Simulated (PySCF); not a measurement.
I5Ta, triplet, at a GFN2-xTB geometry (such geometries of metal compounds can be far from the true shape) (the multiplicity is a formal guess) (core potentials on I, Ta), with bond 3-1 at 2.0 times its length; PySCF with DF-B3LYP/def2-SV(P).

The PySCF input:
```python
from pyscf import gto, scf, dft

mol = gto.M(
    atom='''
Ta    0.00000000    0.00000000    0.00000000
I     2.28906312   -0.44560554   -1.47051112
I     2.58099922   -2.16721122    4.67442330
I    -1.29049961    1.08360561   -2.33721165
I    -1.93649334   -1.95559270    0.16256665
I    -0.35256978    2.40119825    1.30794447
''',
    basis='def2-sv(p)',
    ecp={'I': 'def2-sv(p)', 'Ta': 'def2-sv(p)'},
    spin=2,
    verbose=4,
)

mf = dft.UKS(mol)
mf.xc = 'b3lyp'
mf = mf.density_fit(auxbasis='def2-universal-jkfit')
mf.kernel()
mf.analyze()
```

Problem. Write the output that PySCF gives for this input, abridged.

Solution. 
```
PySCF version 2.14.0

[INPUT] verbose = 4
[INPUT] num. atoms = 6
[INPUT] num. electrons = 138
[INPUT] charge = 0
[INPUT] spin (= nelec alpha-beta = 2S) = 2
[INPUT] symmetry False subgroup None
[INPUT] Mole.unit = angstrom
[INPUT] Symbol           X                Y                Z      unit          X                Y                Z       unit  Magmom
[...]
nuclear repulsion = 926.848851178372
number of shells = 61
number of NR pGTOs = 355
number of NR cGTOs = 155
basis = def2-sv(p)
ecp = {'I': 'def2-sv(p)', 'Ta': 'def2-sv(p)'}

******** <class 'pyscf.df.df_jk.DFUKS'> ********
method = DFUKS
initial guess = minao
damping factor = 0
level_shift factor = 0
DIIS = <class 'pyscf.scf.diis.CDIIS'>
diis_start_cycle = 1
diis_space = 8
diis_damp = 0
SCF conv_tol = 1e-09
SCF conv_tol_grad = None
SCF max_cycles = 50
direct_scf = False
number electrons alpha = 70  beta = 68
XC library pyscf.dft.libxc version 7.1.2
    S. Lehtola, C. Steigemann, M. J. T. Oliveira, and M. A. L. Marques,  SoftwareX 7, 1–5 (2018)
XC functionals = b3lyp
    P. J. Stephens, F. J. Devlin, C. F. Chabalowski, and M. J. Frisch,  J. Phys. Chem. 98, 11623 (1994)
radial grids:
    Treutler-Ahlrichs [JCP 102, 346 (1995); DOI:10.1063/1.469408] (M4) radial grids

becke partition: Becke, JCP 88, 2547 (1988); DOI:10.1063/1.454033
pruning grids: <function nwchem_prune>
grids dens level: 3
symmetrized grids: False
atomic radii adjust function: <function treutler_atomic_radii_adjust>
small_rho_cutoff = 0
Set gradient conv threshold to 3.16228e-05
tot grids = 133800
******** <class 'pyscf.df.df.DF'> ********
auxbasis = def2-universal-jkfit
init E= -1373.91323502585

cycle= 1 E= -1532.94819209077  delta_E= -159  |g|= 4.46  |ddm|= 14.7

cycle= 2 E= -1450.90333195484  delta_E=   82  |g|= 5.94  |ddm|= 27.3

cycle= 3 E= -1419.04458673512  delta_E= 31.9  |g|= 6.19  |ddm|= 29.9

cycle= 4 E= -1544.4216971611  delta_E= -125  |g|= 1.49  |ddm|=   15

cycle= 5 E= -1533.96403187048  delta_E= 10.5  |g|= 3.58  |ddm|= 5.49

cycle= 6 E= -1545.65462140446  delta_E= -11.7  |g|= 0.603  |ddm|= 4.38

cycle= 7 E= -1544.84040809184  delta_E= 0.814  |g|= 1.15  |ddm|= 2.67
cycle= 8 E= -1546.04374262089  delta_E= -1.2  |g|= 0.312  |ddm|= 1.95
cycle= 9 E= -1546.11503369663  delta_E= -0.0713  |g|= 0.123  |ddm|= 0.576
cycle= 10 E= -1546.1231348339  delta_E= -0.0081  |g|= 0.0681  |ddm|= 0.26
cycle= 11 E= -1546.12710604043  delta_E= -0.00397  |g|= 0.0162  |ddm|= 0.115

cycle= 12 E= -1546.12733520289  delta_E= -0.000229  |g|= 0.0098  |ddm|= 0.0558

cycle= 13 E= -1546.12742099522  delta_E= -8.58e-05  |g|= 0.00477  |ddm|= 0.021

cycle= 14 E= -1546.12745606178  delta_E= -3.51e-05  |g|= 0.00194  |ddm|= 0.0162

cycle= 15 E= -1546.12747080586  delta_E= -1.47e-05  |g|= 0.00121  |ddm|= 0.0123

cycle= 16 E= -1546.12748018618  delta_E= -9.38e-06  |g|= 0.000789  |ddm|= 0.0103

cycle= 17 E= -1546.12749079696  delta_E= -1.06e-05  |g|= 0.000541  |ddm|= 0.0173

cycle= 18 E= -1546.12749500699  delta_E= -4.21e-06  |g|= 0.00039  |ddm|= 0.0106

cycle= 19 E= -1546.12749662351  delta_E= -1.62e-06  |g|= 0.000356  |ddm|= 0.00419

cycle= 20 E= -1546.12749775378  delta_E= -1.13e-06  |g|= 0.000335  |ddm|= 0.00278

cycle= 21 E= -1546.1274988787  delta_E= -1.12e-06  |g|= 0.000335  |ddm|= 0.00268

cycle= 22 E= -1546.12749562897  delta_E= 3.25e-06  |g|= 0.000328  |ddm|= 0.00784

cycle= 23 E= -1546.12748966508  delta_E= 5.96e-06  |g|= 0.000318  |ddm|= 0.0153

cycle= 24 E= -1546.12747508446  delta_E= 1.46e-05  |g|= 0.00032  |ddm|= 0.0449

cycle= 25 E= -1546.12747334131  delta_E= 1.74e-06  |g|= 0.000282  |ddm|= 0.00662

cycle= 26 E= -1546.12747199565  delta_E= 1.35e-06  |g|= 0.000262  |ddm|= 0.00539

cycle= 27 E= -1546.1274588014  delta_E= 1.32e-05  |g|= 0.000541  |ddm|= 0.0843

cycle= 28 E= -1546.12745844645  delta_E= 3.55e-07  |g|= 0.000467  |ddm|= 0.0091

cycle= 29 E= -1546.12745834201  delta_E= 1.04e-07  |g|= 0.000418  |ddm|= 0.0054

cycle= 30 E= -1546.12745830693  delta_E= 3.51e-08  |g|= 0.000251  |ddm|= 0.0108

cycle= 31 E= -1546.12745844475  delta_E= -1.38e-07  |g|= 7.61e-05  |ddm|= 0.00419

cycle= 32 E= -1546.12745856279  delta_E= -1.18e-07  |g|= 7.08e-05  |ddm|= 0.00545

cycle= 33 E= -1546.12745849998  delta_E= 6.28e-08  |g|= 9.32e-05  |ddm|= 0.00525

cycle= 34 E= -1546.12745854538  delta_E= -4.54e-08  |g|= 5.25e-05  |ddm|= 0.000832

cycle= 35 E= -1546.12745858146  delta_E= -3.61e-08  |g|= 4.48e-05  |ddm|= 0.000837

cycle= 36 E= -1546.12745861291  delta_E= -3.14e-08  |g|= 4.32e-05  |ddm|= 0.00142

cycle= 37 E= -1546.12745867422  delta_E= -6.13e-08  |g|= 4.33e-05  |ddm|= 0.00132

cycle= 38 E= -1546.12745866084  delta_E= 1.34e-08  |g|= 4.33e-05  |ddm|= 0.000434

cycle= 39 E= -1546.12745864924  delta_E= 1.16e-08  |g|= 4.34e-05  |ddm|= 0.000234

cycle= 40 E= -1546.12745864117  delta_E= 8.07e-09  |g|= 4.33e-05  |ddm|= 0.000227

cycle= 41 E= -1546.12745865082  delta_E= -9.65e-09  |g|= 4.34e-05  |ddm|= 0.000428

cycle= 42 E= -1546.12745866341  delta_E= -1.26e-08  |g|= 4.34e-05  |ddm|= 0.00026

cycle= 43 E= -1546.12745867216  delta_E= -8.74e-09  |g|= 4.34e-05  |ddm|= 0.000172

cycle= 44 E= -1546.12745868452  delta_E= -1.24e-08  |g|= 4.29e-05  |ddm|= 0.000303

cycle= 45 E= -1546.12745862103  delta_E= 6.35e-08  |g|= 4.33e-05  |ddm|= 0.00141

cycle= 46 E= -1546.12745862858  delta_E= -7.55e-09  |g|= 4.33e-05  |ddm|= 0.000174

cycle= 47 E= -1546.12745859991  delta_E= 2.87e-08  |g|= 4.37e-05  |ddm|= 0.000707

cycle= 48 E= -1546.1274585797  delta_E= 2.02e-08  |g|= 4.35e-05  |ddm|= 0.000673

cycle= 49 E= -1546.12745853633  delta_E= 4.34e-08  |g|= 4.33e-05  |ddm|= 0.0009

cycle= 50 E= -1546.12745840913  delta_E= 1.27e-07  |g|= 4.3e-05  |ddm|= 0.00275
SCF not converged.
SCF energy = -1546.12745840913 after 50 cycles  <S^2> = 2.0123042  2S+1 = 3.0081916
**** SCF Summaries ****
Total Energy =                       -1546.127458409129076
Nuclear Repulsion Energy =             926.848851178372342
One-electron Energy =                -4536.040230731197880
Two-electron Energy =                 2063.063921143696462
Two-electron Coulomb Energy =         2181.381508833615044
DFT Exchange-Correlation Energy =     -118.317587689918355
**** MO energy ****
                             alpha | beta                alpha | beta
[...]
spin_pop of  0 Ta 5s        0.00030
spin_pop of  0 Ta 6s        0.02496
spin_pop of  0 Ta 7s        0.00273
spin_pop of  0 Ta 8s        0.00000
spin_pop of  0 Ta 9s       -0.00013
spin_pop of  0 Ta 10s        0.00010
spin_pop of  0 Ta 5px       0.00111
spin_pop of  0 Ta 5py       0.00094
spin_pop of  0 Ta 5pz       0.00108
spin_pop of  0 Ta 6px       0.00447
spin_pop of  0 Ta 6py       0.00161
spin_pop of  0 Ta 6pz      -0.00027
spin_pop of  0 Ta 7px       0.00685
spin_pop of  0 Ta 7py       0.00322
spin_pop of  0 Ta 7pz       0.00209
spin_pop of  0 Ta 5dxy      0.06229
spin_pop of  0 Ta 5dyz      0.29735
spin_pop of  0 Ta 5dz^2     0.25923
spin_pop of  0 Ta 5dxz      0.02327
spin_pop of  0 Ta 5dx2-y2    0.22017
spin_pop of  0 Ta 6dxy      0.00964
spin_pop of  0 Ta 6dyz      0.02932
spin_pop of  0 Ta 6dz^2     0.02665
spin_pop of  0 Ta 6dxz      0.00636
spin_pop of  0 Ta 6dx2-y2    0.04700
spin_pop of  1 I 4s        0.00000
spin_pop of  1 I 5s        0.00042
spin_pop of  1 I 6s        0.00011
spin_pop of  1 I 7s        0.00006
spin_pop of  1 I 4px       0.00003
spin_pop of  1 I 4py      -0.00014
spin_pop of  1 I 4pz      -0.00016
spin_pop of  1 I 5px       0.00096
spin_pop of  1 I 5py      -0.00002
spin_pop of  1 I 5pz      -0.00001
spin_pop of  1 I 6px       0.00423
spin_pop of  1 I 6py      -0.01094
spin_pop of  1 I 6pz      -0.00803
spin_pop of  1 I 7px      -0.00477
spin_pop of  1 I 7py       0.00101
spin_pop of  1 I 7pz       0.00023
spin_pop of  1 I 4dxy      0.00008
spin_pop of  1 I 4dyz      0.00100
spin_pop of  1 I 4dz^2     0.00021
spin_pop of  1 I 4dxz      0.00021
spin_pop of  1 I 4dx2-y2   -0.00000
spin_pop of  1 I 5dxy      0.00065
spin_pop of  1 I 5dyz      0.00736
spin_pop of  1 I 5dz^2     0.00048
spin_pop of  1 I 5dxz      0.00075
spin_pop of  1 I 5dx2-y2    0.00098
spin_pop of  2 I 4s       -0.00002
spin_pop of  2 I 5s       -0.00081
spin_pop of  2 I 6s       -0.00012
spin_pop of  2 I 7s        0.00005
spin_pop of  2 I 4px       0.00126
spin_pop of  2 I 4py       0.00331
spin_pop of  2 I 4pz       0.00287
spin_pop of  2 I 5px       0.03957
spin_pop of  2 I 5py       0.00047
spin_pop of  2 I 5pz       0.00041
spin_pop of  2 I 6px       0.02982
spin_pop of  2 I 6py       0.18279
spin_pop of  2 I 6pz       0.15745
spin_pop of  2 I 7px       0.57519
spin_pop of  2 I 7py       0.00010
spin_pop of  2 I 7pz       0.00009
spin_pop of  2 I 4dxy     -0.00183
spin_pop of  2 I 4dyz     -0.00215
spin_pop of  2 I 4dz^2    -0.00187
spin_pop of  2 I 4dxz     -0.00104
spin_pop of  2 I 4dx2-y2    0.00008
spin_pop of  2 I 5dxy      0.00212
spin_pop of  2 I 5dyz      0.00235
spin_pop of  2 I 5dz^2     0.00220
spin_pop of  2 I 5dxz      0.00104
spin_pop of  2 I 5dx2-y2    0.00000
spin_pop of  3 I 4s        0.00000
spin_pop of  3 I 5s        0.00039
spin_pop of  3 I 6s       -0.00022
spin_pop of  3 I 7s       -0.00014
spin_pop of  3 I 4px      -0.00002
spin_pop of  3 I 4py       0.00008
spin_pop of  3 I 4pz      -0.00002
spin_pop of  3 I 5px      -0.00267
spin_pop of  3 I 5py      -0.00002
spin_pop of  3 I 5pz      -0.00001
spin_pop of  3 I 6px      -0.00162
spin_pop of  3 I 6py      -0.00392
spin_pop of  3 I 6pz      -0.00389
spin_pop of  3 I 7px      -0.02864
spin_pop of  3 I 7py       0.00329
spin_pop of  3 I 7pz       0.00144
spin_pop of  3 I 4dxy      0.00056
spin_pop of  3 I 4dyz      0.00030
spin_pop of  3 I 4dz^2     0.00068
spin_pop of  3 I 4dxz      0.00045
spin_pop of  3 I 4dx2-y2    0.00000
spin_pop of  3 I 5dxy      0.00272
spin_pop of  3 I 5dyz      0.00125
spin_pop of  3 I 5dz^2     0.00312
spin_pop of  3 I 5dxz      0.00256
spin_pop of  3 I 5dx2-y2    0.00014
spin_pop of  4 I 4s        0.00000
spin_pop of  4 I 5s        0.00044
spin_pop of  4 I 6s        0.00071
spin_pop of  4 I 7s        0.00040
spin_pop of  4 I 4px      -0.00001
spin_pop of  4 I 4py      -0.00016
spin_pop of  4 I 4pz      -0.00014
spin_pop of  4 I 5px       0.00395
spin_pop of  4 I 5py      -0.00003
spin_pop of  4 I 5pz      -0.00002
spin_pop of  4 I 6px       0.00477
spin_pop of  4 I 6py      -0.01044
spin_pop of  4 I 6pz      -0.00921
spin_pop of  4 I 7px       0.01589
spin_pop of  4 I 7py       0.00424
spin_pop of  4 I 7pz       0.00024
spin_pop of  4 I 4dxy      0.00090
spin_pop of  4 I 4dyz     -0.00006
spin_pop of  4 I 4dz^2     0.00080
spin_pop of  4 I 4dxz      0.00091
spin_pop of  4 I 4dx2-y2   -0.00000
spin_pop of  4 I 5dxy      0.00470
spin_pop of  4 I 5dyz      0.00020
spin_pop of  4 I 5dz^2     0.00251
spin_pop of  4 I 5dxz      0.00533
spin_pop of  4 I 5dx2-y2    0.00015
spin_pop of  5 I 4s        0.00000
spin_pop of  5 I 5s        0.00041
spin_pop of  5 I 6s        0.00042
spin_pop of  5 I 7s        0.00002
spin_pop of  5 I 4px       0.00000
spin_pop of  5 I 4py      -0.00013
spin_pop of  5 I 4pz      -0.00021
spin_pop of  5 I 5px      -0.00099
spin_pop of  5 I 5py      -0.00001
spin_pop of  5 I 5pz      -0.00002
spin_pop of  5 I 6px      -0.00102
spin_pop of  5 I 6py      -0.00649
spin_pop of  5 I 6pz      -0.01055
spin_pop of  5 I 7px      -0.00884
spin_pop of  5 I 7py       0.00151
spin_pop of  5 I 7pz       0.00001
spin_pop of  5 I 4dxy      0.00022
spin_pop of  5 I 4dyz      0.00037
spin_pop of  5 I 4dz^2     0.00009
spin_pop of  5 I 4dxz      0.00016
spin_pop of  5 I 4dx2-y2   -0.00000
spin_pop of  5 I 5dxy      0.00027
spin_pop of  5 I 5dyz      0.00105
spin_pop of  5 I 5dz^2     0.00021
spin_pop of  5 I 5dxz      0.00097
spin_pop of  5 I 5dx2-y2    0.00226
In total            70.00000 | 68.00000
Dipole moment(X, Y, Z, Debye):  1.13642, -0.14507,  1.59807
```

Convergence was not reached.
